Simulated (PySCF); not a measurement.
CH5Si, SMILES C[SiH2] (connectivity only; charge and spin as stated), charge +1, multiplicity 1.

Geometry: B3LYP-D3(BJ)/def2-TZVP. The multiplicity is an assumed one; other spin states were not compared. The isomer is the one that the SMILES or the coordinates give; other isomers of the formula were not compared.

The numbers are results of TDDFT-PBE/def2-TZVPD run with PySCF, not measurements.

Vertical excitations. The molecule is in vacuum. State labels are in the subgroup Cs.

Q: Estimate the UV-visible absorptions. (Estimate from the structure and the level; the computed values follow.)

A: 
| state | symmetry | energy (eV) | λ (nm) | f | main pairs |
|---|---|---|---|---|---|
| S1 | A' | 4.99 | 249 | 0.000 | HOMO→LUMO 99 % |
| S2 | A" | 5.16 | 240 | 0.000 | HOMO−1→LUMO 100 % |
| S3 | A" | 6.50 | 191 | 0.001 | HOMO−3→LUMO 100 % |
| S4 | A' | 6.61 | 187 | 0.055 | HOMO−2→LUMO 97 % |
| S5 | A' | 9.08 | 137 | 0.094 | HOMO→LUMO+1 78 %, HOMO→LUMO+2 13 % |
| S6 | A" | 9.18 | 135 | 0.028 | HOMO−1→LUMO+1 78 %, HOMO−1→LUMO+2 18 % |
| S7 | A' | 9.60 | 129 | 0.105 | HOMO→LUMO+2 83 % |
| S8 | A" | 9.73 | 127 | 0.040 | HOMO−1→LUMO+2 68 %, HOMO→LUMO+3 12 % |
| S9 | A' | 9.83 | 126 | 0.004 | HOMO−2→LUMO+1 62 %, HOMO−4→LUMO 34 % |
| S10 | A' | 10.12 | 123 | 0.087 | HOMO−4→LUMO 51 %, HOMO−2→LUMO+1 35 % |
| T1 | A' | 4.48 | 276 | 0 | HOMO→LUMO 100 % |
| T2 | A" | 4.63 | 268 | 0 | HOMO−1→LUMO 98 % |
| T3 | A' | 5.80 | 214 | 0 | HOMO−2→LUMO 99 % |
| T4 | A" | 6.21 | 200 | 0 | HOMO−3→LUMO 98 % |
Triplets are in the Tamm–Dancoff approximation, which puts them higher than full response would, so one can lie above its singlet here.
